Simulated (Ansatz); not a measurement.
`C=[C]1[S][Al]1[CH3]`, relaxed with RKS PBE0-D4/def2-TZVP in the Gaussian-basis code of Ansatz from a PBE-D4/def2-SVP geometry. The force threshold is 0.005 eV/Å; the program also tests the step.

The species carries charge 0 and has multiplicity 1.

Start:

```xyz
10

C     1.834   -1.842   -0.475
C     1.101   -0.717   -0.452
S     1.457    0.884   -1.378
Al   -0.250    0.556   -0.071
C    -1.862    1.321    0.714
H     1.511   -2.714    0.117
H     2.761   -1.947   -1.066
H    -2.425    0.573    1.307
H    -1.598    2.168    1.382
H    -2.530    1.718   -0.078
```

Question: How much energy does the relaxation release, and in how many steps? (Best estimate.)

Answer: Computed: 1.32 kcal/mol, in 7 steps, 1 of them rejected.

Question: Which bonds change most? (Best estimate.)

Answer: Ansatz gave: S3–Al4 from 2.175 to 2.140 Å; C2–S3 from 1.883 to 1.849 Å; C1–C2 from 1.342 to 1.324 Å; C1–H7 from 1.105 to 1.087 Å.

Question: Give the relaxed structure. (An estimate is asked.)

Answer: Computed: 
```xyz
10

C     1.809   -1.819   -0.467
C     1.089   -0.707   -0.448
S     1.448    0.857   -1.366
Al   -0.240    0.568   -0.082
C    -1.842    1.307    0.707
H     1.494   -2.678    0.117
H     2.721   -1.922   -1.049
H    -2.388    0.559    1.284
H    -1.587    2.136    1.374
H    -2.504    1.699   -0.069
```
